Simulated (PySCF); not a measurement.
I4Ti, singlet, geometry from GFN2-xTB (such geometries of metal compounds can be far from the true shape) (core potentials on I). Base run: HF/def2-SV(P) in PySCF.

PySCF was given this input:
```python
from pyscf import gto, scf

mol = gto.Mole()
mol.atom = '''
    Ti   -0.000000    0.000000   -0.000000
    I     2.095241   -0.595467   -1.496032
    I     0.787832    0.442030    2.483275
    I    -1.173643    2.168196   -0.950901
    I    -1.709430   -2.014759   -0.036342
'''
mol.basis = 'def2-sv(p)'
mol.ecp = {'I': 'def2-sv(p)'}
mol.charge = 0
mol.spin = 0
mol.verbose = 4
mol.build()

mf = scf.RHF(mol)
mf.kernel()
mo_i, mo_e, stable_i, stable_e = mf.stability(internal=True, external=True, return_status=True, nroots=6, tol=1e-6)
print('internally stable:', stable_i, ' externally stable:', stable_e)
if not stable_e:
    umf = mf.to_uhf() if not hasattr(mf, 'xc') else mf.to_uks()
    umf.scf_summary = {}
    umf.kernel(umf.make_rdm1(mo_e, umf.mo_occ))
```

The bond that is stretched is that between atoms 2 and 1. A test that says stable can miss a lower solution.

Variants of this job, named by their change:

```json
[
 {"change": "base", "ΔE vs base (kcal/mol)": "0.000", "<S^2>": "0.000", "E after following the instability (Eh)": "-2035.07614", "<S^2> there": "0.06", "HOMO-LUMO gap (eV)": "8.92", "stability test says": "external instability", "outcome": "converged"},
 {"change": "bond × 1.25", "ΔE vs base (kcal/mol)": "32.80", "<S^2>": "0.000", "E after following the instability (Eh)": "-2035.08578", "<S^2> there": "0.96", "HOMO-LUMO gap (eV)": "7.28", "stability test says": "external instability", "outcome": "converged"},
 {"change": "bond × 1.5", "ΔE vs base (kcal/mol)": "67.8", "<S^2>": "0.000", "E after following the instability (Eh)": "-2035.08766", "<S^2> there": "1.02", "HOMO-LUMO gap (eV)": "5.81", "stability test says": "external instability", "outcome": "converged"},
 {"change": "bond × 1.8", "ΔE vs base (kcal/mol)": "96.6", "<S^2>": "0.000", "E after following the instability (Eh)": "-2035.08940", "<S^2> there": "1.02", "HOMO-LUMO gap (eV)": "4.01", "stability test says": "external instability", "outcome": "converged"},
 {"change": "bond × 2.2", "ΔE vs base (kcal/mol)": "115.7", "<S^2>": "0.000", "E after following the instability (Eh)": "-2035.09073", "<S^2> there": "1.03", "HOMO-LUMO gap (eV)": "2.76", "stability test says": "internal instability", "outcome": "converged"},
 {"change": "bond × 3.0", "ΔE vs base (kcal/mol)": "-", "<S^2>": "-", "E after following the instability (Eh)": "-", "<S^2> there": "-", "HOMO-LUMO gap (eV)": "-", "stability test says": "-", "outcome": "not converged"}
]
```

Where a bond breaks into two radicals, a solution with restricted orbitals usually stops being the lowest and lies too high; an unrestricted one lies lower at the price of spin contamination, which <S^2> shows.
